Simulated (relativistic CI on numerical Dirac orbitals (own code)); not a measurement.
# Electric-dipole transitions in Ir26+

Calculated at this level of theory: Dirac-Coulomb-Breit CI, separate exchange-only KLI orbitals for each configuration, a model potential for QED, unscaled Slater integrals (own radial code, finite nucleus).

Configuration list (outside the closed core [Ar] 3d10 4p6 4d10): 4s²4f⁵, 4s²4f⁴5s, 4s²4f³5s², 4s²4f⁴5p, 4s²4f³5s5p, 4s²4f³5p², 4s4f⁶, 4s²4f⁴6s. Levels of other configurations are missing.

```
λ vac (nm)                 Lower                 Upper   A (s⁻¹)        gf  Branching (%)
    10.527     4s²4f⁵ ⁶H°5/2 [1]  4s²4f⁴5s ⁶I7/2 [199]  5.40e+05  7.18e-06           32.2
    10.687     4s²4f⁵ ⁶H°7/2 [2]  4s²4f⁴5s ⁶I7/2 [199]  9.21e+04  1.26e-06            5.5
    10.724     4s²4f⁵ ⁶H°9/2 [3]  4s²4f⁴5s ⁶I9/2 [200]  1.03e+05  1.78e-06            2.8
    10.829     4s²4f⁵ ⁶H°9/2 [3]  4s²4f⁴5s ⁶I7/2 [199]  1.99e+04  2.80e-07            1.2
    10.841    4s²4f⁵ ⁶H°11/2 [7]  4s²4f⁴5s ⁶I9/2 [200]  7.39e+04  1.30e-06            2.0
    10.865     4s²4f⁵ ⁶F°5/2 [4]  4s²4f⁴5s ⁶I7/2 [199]  1.56e+03  2.21e-08            0.1
    11.014     4s²4f⁵ ⁶F°7/2 [8]  4s²4f⁴5s ⁶I7/2 [199]  4.57e+03  6.66e-08            0.3
    11.158    4s²4f⁵ ⁶F°9/2 [11]  4s²4f⁴5s ⁶I7/2 [199]  6.56e+03  9.79e-08            0.4
    11.178   4s²4f⁵ ⁶F°11/2 [14]  4s²4f⁴5s ⁶I9/2 [200]  4.96e+04  9.30e-07            1.3
    11.228    4s²4f⁵ ⁶F°5/2 [12]  4s²4f⁴5s ⁶I7/2 [199]  2.13e+04  3.22e-07            1.3
    11.270   4s²4f⁵ ⁴K°11/2 [18]  4s²4f⁴5s ⁶I9/2 [200]  4.14e+05  7.88e-06           11.0
    11.376    4s²4f⁵ ⁴I°9/2 [16]  4s²4f⁴5s ⁶I7/2 [199]  1.14e+05  1.77e-06            6.8
    11.453    4s²4f⁵ ⁴G°7/2 [19]  4s²4f⁴5s ⁶I7/2 [199]  1.37e+05  2.15e-06            8.1
    11.506    4s²4f⁵ ⁴G°9/2 [26]  4s²4f⁴5s ⁶I9/2 [200]  2.69e+05  5.35e-06            7.2
    11.592   4s²4f⁵ ⁴H°11/2 [31]  4s²4f⁴5s ⁶I9/2 [200]  8.68e+04  1.75e-06            2.3
    11.626    4s²4f⁵ ⁴G°9/2 [26]  4s²4f⁴5s ⁶I7/2 [199]  9.15e+04  1.48e-06            5.4
    11.682    4s²4f⁵ ⁴F°5/2 [27]  4s²4f⁴5s ⁶I7/2 [199]  1.43e+04  2.34e-07            0.9
    11.716    4s²4f⁵ ⁴H°7/2 [32]  4s²4f⁴5s ⁶I7/2 [199]  3.07e+04  5.06e-07            1.8
    11.802    4s²4f⁵ ⁴H°9/2 [42]  4s²4f⁴5s ⁶I9/2 [200]  3.01e+04  6.29e-07            0.8
    11.876   4s²4f⁵ ²H°11/2 [46]  4s²4f⁴5s ⁶I9/2 [200]  5.47e+05  1.16e-05           14.6
    11.904   4s²4f⁵ ⁴G°11/2 [47]  4s²4f⁴5s ⁶I9/2 [200]  4.03e+04  8.56e-07            1.1
    11.928    4s²4f⁵ ⁴F°7/2 [41]  4s²4f⁴5s ⁶I7/2 [199]  4.16e+04  7.10e-07            2.5
    11.929    4s²4f⁵ ⁴H°9/2 [42]  4s²4f⁴5s ⁶I7/2 [199]  4.51e+04  7.69e-07            2.7
    11.981    4s²4f⁵ ⁴G°5/2 [45]  4s²4f⁴5s ⁶I7/2 [199]  3.45e+04  5.93e-07            2.1
    12.184    4s²4f⁵ ⁴G°5/2 [61]  4s²4f⁴5s ⁶I7/2 [199]  6.36e+04  1.13e-06            3.8
    12.209   4s²4f⁵ ²I°11/2 [70]  4s²4f⁴5s ⁶I9/2 [200]  1.02e+05  2.27e-06            2.7
    12.292   4s²4f⁵ ⁴K°11/2 [74]  4s²4f⁴5s ⁶I9/2 [200]  3.52e+05  7.97e-06            9.4
    12.341    4s²4f⁵ ⁴F°5/2 [69]  4s²4f⁴5s ⁶I7/2 [199]  2.05e+04  3.75e-07            1.2
    12.353   4s²4f⁵ ²I°11/2 [77]  4s²4f⁴5s ⁶I9/2 [200]  7.31e+03  1.67e-07            0.2
    12.405    4s²4f⁵ ⁴G°7/2 [72]  4s²4f⁴5s ⁶I7/2 [199]  2.53e+04  4.67e-07            1.5
    12.479   4s²4f⁵ ²H°11/2 [86]  4s²4f⁴5s ⁶I9/2 [200]  6.44e+04  1.50e-06            1.7
    12.658   4s²4f⁵ ²H°11/2 [96]  4s²4f⁴5s ⁶I9/2 [200]  4.92e+04  1.18e-06            1.3
    12.660    4s²4f⁵ ²H°9/2 [88]  4s²4f⁴5s ⁶I7/2 [199]  1.41e+04  2.70e-07            0.8
    12.677    4s²4f⁵ ⁴H°7/2 [98]  4s²4f⁴5s ⁶I9/2 [200]  1.00e+04  2.42e-07            0.3
    12.691  4s²4f⁵ ⁴H°11/2 [101]  4s²4f⁴5s ⁶I9/2 [200]  3.32e+04  8.01e-07            0.9
    12.705   4s²4f⁵ ⁴G°9/2 [102]  4s²4f⁴5s ⁶I9/2 [200]  3.58e+04  8.65e-07            1.0
    12.707    4s²4f⁵ ⁴G°5/2 [89]  4s²4f⁴5s ⁶I7/2 [199]  3.60e+04  6.97e-07            2.1
    12.823    4s²4f⁵ ⁴H°7/2 [98]  4s²4f⁴5s ⁶I7/2 [199]  3.43e+04  6.77e-07            2.0
    12.842   4s²4f⁵ ²H°9/2 [107]  4s²4f⁴5s ⁶I9/2 [200]  8.33e+03  2.06e-07            0.2
    13.023  4s²4f⁵ ²I°11/2 [119]  4s²4f⁴5s ⁶I9/2 [200]  4.08e+04  1.04e-06            1.1
    13.263  4s²4f⁵ ²H°11/2 [132]  4s²4f⁴5s ⁶I9/2 [200]  2.50e+04  6.58e-07            0.7
    13.455   4s²4f⁵ ⁴I°9/2 [138]  4s²4f⁴5s ⁶I9/2 [200]  2.15e+04  5.84e-07            0.6
    13.469  4s²4f⁵ ²H°11/2 [139]  4s²4f⁴5s ⁶I9/2 [200]  1.33e+04  3.63e-07            0.4
    13.529  4s²4f⁵ ²I°11/2 [143]  4s²4f⁴5s ⁶I9/2 [200]  9.48e+03  2.60e-07            0.3
    14.216   4s²4f⁵ ²H°9/2 [166]  4s²4f⁴5s ⁶I9/2 [200]  2.41e+04  7.29e-07            0.6
```

Terms are leading LS components. Brackets give the number of a level in order of energy, since labels repeat. The list gives strong lines, with weight on those to low levels, without lines whose two gauges differ by over a factor of 2.5, among the lowest 200 of 2907 levels, so that lines to higher ones, which can be the strongest, are missing. Levels whose partners in the same complex of configurations lie outside the list can be far off, and so can their lines. Rates are taken at the computed energies, electric ones in the length gauge.

At this charge energies of transitions that change n are usually good to better than 1 %, and those within a shell (Δn = 0) to a few per cent. Terms inside the open d or f shell come out 10 to 20 % too wide with unscaled integrals.

LS names give the leading component of a level, which can be under half, so a name can repeat, a term be missing and a line seem to break the LS rules.
